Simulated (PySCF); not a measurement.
r2SCAN on Nb⁺ (niobium, charge +1), [Kr] 4d4, high-spin 5D determinant. Calculation: PySCF 2.14, in aug-cc-pVDZ-PP with ECP28MDF (5s5p4d2f, 54 functions); scalar relativity through the core potential.

```
cycle= 1 E= -56.4100650333044  delta_E= -0.00454  |g|= 0.0155  |ddm|= 0.423
cycle= 2 E= -56.4125697702222  delta_E= -0.0025  |g|= 0.0284  |ddm|= 0.343
cycle= 3 E= -56.412183222894  delta_E= 0.000387  |g|= 0.0381  |ddm|= 0.0513
cycle= 4 E= -56.4132143332817  delta_E= -0.00103  |g|= 0.0112  |ddm|= 0.239
cycle= 5 E= -56.4132571577131  delta_E= -4.28e-05  |g|= 0.00647  |ddm|= 0.0188
cycle= 6 E= -56.4132818089506  delta_E= -2.47e-05  |g|= 0.00053  |ddm|= 0.0363
cycle= 7 E= -56.4132819964752  delta_E= -1.88e-07  |g|= 2.96e-05  |ddm|= 0.00396
cycle= 8 E= -56.4132819969384  delta_E= -4.63e-10  |g|= 4.47e-06  |ddm|= 0.000178
converged SCF energy = -56.4132819969384  <S^2> = 6.0014897  2S+1 = 5.0005958
```

Highest occupied orbital energy: -10.728 eV; ⟨L²⟩ = 8.44; populations by l: s 2.41, p 6.00, d 3.59, f 0.00.

(1) Can this result be used?

Results:

(1) Not for this state. The run converged. ⟨L²⟩ = 8.44 against 6 for a pure D term, so this real determinant mixes terms. Energies and moments cover only the electrons outside the core potential. The s, p, d and f populations moved away from the nominal configuration during the SCF.
